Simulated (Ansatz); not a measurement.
## Relaxing a trial structure of CH4FGeIn

The starting geometry of this gas-phase singlet was optimised with GFN2-xTB.

```csv
atom,x (Å),y (Å),z (Å)
C,-0.8374,0.2205,0.3747
F,0.9680,-1.6459,-1.2957
Ge,-0.1141,0.3971,-1.5235
In,2.3924,-0.5346,-0.0970
H,-1.7960,0.7282,0.4630
H,-0.9894,-0.8276,0.6266
H,-0.1634,0.6625,1.1212
H,-1.3684,-0.3783,-2.1413
```

Q: Predict what becomes of its bonds when it is optimised with r2SCAN-D4/def2-SVP.

A: A new bond forms, giving a structure with F2 bridging Ge3 and In4, given below by its coordinates. Contacts that close: F2–Ge3 (2.32 → 1.93 Å).

The energy falls by 0.60 eV over 12 steps:

```tsv
step	E − E(last) (eV)
1	0.602
2	0.370
3	0.240
5	0.065
6	0.027
7	0.007
8	0.004
10	0.000
11	0.000
12	0.000
```

Final geometry (Å):

| atom | x (Å) | y (Å) | z (Å) |
| --- | --- | --- | --- |
| C | -1.0456 | 0.1767 | 0.4952 |
| F | 0.9258 | -1.5773 | -0.8190 |
| Ge | 0.1002 | 0.1447 | -1.1122 |
| In | 2.8453 | -0.3702 | -1.1974 |
| H | -1.8224 | 0.9494 | 0.3775 |
| H | -1.5403 | -0.8004 | 0.6105 |
| H | -0.4684 | 0.3998 | 1.4044 |
| H | -0.9028 | -0.3008 | -2.2310 |

Frequencies at the end are all real (lowest 66 cm⁻¹). Atoms past krypton carry core potentials, without spin–orbit terms. Run with Ansatz 0.2.0, 32 s on 2 threads of Intel(R) Xeon(R) Platinum 8488C (Sapphire Rapids), on a shared host.
